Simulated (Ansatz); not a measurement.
Ben (charge +1): PBE0/def2-SVP single points in Ansatz on relaxed structures, gas phase. Each cluster is the lowest isomer that a short search found in that spin, judged at the geometry's level, and lower ones may exist. HOMO and LUMO are taken over both spins. The structures are stationary points that may keep the symmetry of their start.

```csv
species,atoms,state,geometry,HOMO (eV),LUMO (eV),gap (eV),point group (within 0.1 Å)
Be3⁺,3,doublet,PBE0/def2-TZVP,-9.91,-8.17,1.74,D∞h
Be4⁺,4,doublet,PBE/def2-TZVP,-10.13,-8.01,2.12,D4h
Be10⁺,10,doublet,PBE/def2-SVP,-9.48,-7.90,1.59,D4d
Be12⁺,12,doublet,PBE0/def2-SVP,-9.34,-7.54,1.80,–
```

(1) Estimate the rows for Be5⁺ (doublet, PBE/def2-TZVP geometry); Be6⁺ (doublet, PBE0/def2-TZVP geometry).

(1) 
```tsv
species	atoms	state	geometry	HOMO (eV)	LUMO (eV)	gap (eV)	point group (within 0.1 Å)
Be5⁺	5	doublet	PBE/def2-TZVP	-10.20	-8.10	2.10	D3h
Be6⁺	6	doublet	PBE0/def2-TZVP	-9.89	-7.62	2.27	Cs
```

The gap (eV) runs from 1.59 (Be10⁺) to 2.27 (Be6⁺). It alternates from one size to the next.
